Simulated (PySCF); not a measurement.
AsH₅Si, SMILES [SiH3][AsH2].

Geometry: PBE0-D3(BJ)/def2-TZVP.

Method: M06-2X/def2-TZVPD run with PySCF.

Symmetry labels are those of the subgroup Cs that the program uses (full group Cs).

Computed valence orbital energies around the gap with their symmetry:
| orbital | symmetry | energy (eV) |
|---|---|---|
| HOMO−7 | A' | -49.88 |
| HOMO−6 | A' | -19.35 |
| HOMO−5 | A' | -16.16 |
| HOMO−4 | A" | -11.91 |
| HOMO−3 | A' | -11.39 |
| HOMO−2 | A" | -10.86 |
| HOMO−1 | A' | -9.94 |
| HOMO | A' | -8.51 |
| LUMO | A' | 0.28 |
| LUMO+1 | A' | 0.49 |
| LUMO+2 | A" | 0.87 |
| LUMO+3 | A' | 1.37 |
